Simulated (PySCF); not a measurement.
Predicted microwave data (B3LYP/def2-SVPD in PySCF (dipole) on a GFN2-xTB geometry, gas phase) for one isomer of C5H10O2Si:

- Rotational constants: A = 2205, B = 1637, C = 1266 MHz
- Dipole components: |μa| = 0.02 D, |μb| = 0.06 D, |μc| = 1.48 D
- Inertial defect: -138.76 u·Å²
- κ: -0.21

Problem. Which structure is it? (One computed conformer of each.)
A. `[CH2:1]=[CH:2][C@@H:3]1[CH2:4][CH2:5][Si:6]1([OH:7])[OH:8]` with C1–C2–C3–C4 -147°, C5–Si6–O7–H -50°, C5–Si6–O8–H -147°
B. `[CH3:1][C@H:2]1[CH:3]=[CH:4][CH2:5][Si:6]1([OH:7])[OH:8]` with C5–Si6–O7–H -55°, C5–Si6–O8–H -154°
C. `[CH2:1]=[C:2]1[O:3][SiH2:4][CH2:5][CH2:6][C@H:7]1[OH:8]` with C6–C7–O8–H 174°, C1–C2–O3–Si4 -175°, C2–O3–Si4–C5 30°, O3–Si4–C5–C6 -13°, Si4–C5–C6–C7 -34°
D. `[CH2:1]=[CH:2][CH:3]1[CH2:4][O:5][SiH2:6][O:7][CH2:8]1` with C1–C2–C3–C4 119°, C2–C3–C4–O5 65°, C3–C4–O5–Si6 38°, C4–O5–Si6–O7 -15°, O5–Si6–O7–C8 15°

Solution. B. It is C[C@H]1C=CC[Si]1(O)O, an asymmetric top, point group C1. The candidates at the same level (rigid rotor, commonest isotopes):

```
               SMILES  A (MHz)  B (MHz)  C (MHz)  μa (D)  μb (D)  μc (D)  Δ (u·Å²)  point group           rotor
 C[C@H]1C=CC[Si]1(O)O     2205     1637     1266    0.02    0.06    1.48   -138.76           C1  asymmetric top
     C=CC1CO[SiH2]OC1     3006     1339     1198    1.11    0.00    1.31   -123.65           Cs  asymmetric top
C=C[C@@H]1CC[Si]1(O)O     2279     1360     1099    0.07    0.07    1.17   -133.64           C1  asymmetric top
 C=C1O[SiH2]CC[C@H]1O     2432     1772     1383    0.32    1.45    0.04   -127.54           C1  asymmetric top
```

`C=C[C@@H]1CC[Si]1(O)O` has B 17 % too low; `C=CC1CO[SiH2]OC1` has A 36 % too high; `C=C1O[SiH2]CC[C@H]1O` has A 10 % too high. No structure here is proved a minimum.
